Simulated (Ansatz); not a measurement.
Molecule: sum formula ZnHS, charge 1, multiplicity 1. 
Geometry from a B3LYP-D3(BJ)/def2-TZVP (Ansatz, an electronic-structure program) optimisation:
```
S
H 1 1.3531
Zn 1 2.1729 2 91.79
```
Charge +1, spin multiplicity 1.

Basis-set convergence of Hartree-Fock and CCSD correlation energies (hartree) with Ansatz. Valence correlation only, unless marked. Spin-orbit coupling is left out. The frozen core is the preceding noble-gas configuration, with the filled d and f shells of earlier blocks. No relativistic terms.

```tsv
basis	functions	E(HF)	E(corr, CCSD)
def2-SVPD	69	-2175.28817	-0.42098
def2-TZVPPD	135	-2175.66234	-0.62314
def2-QZVPPD	212	-2175.71519	-0.66401
```

Extrapolating the two largest sets (X = 3 and 4) as X^-3: E(corr) = (64·(-0.66401) - 27·(-0.62314))/37 = -0.6938 Eh, an estimate of the basis-set limit. The largest set recovers 95.7 % of it, the smallest 60.7 %.
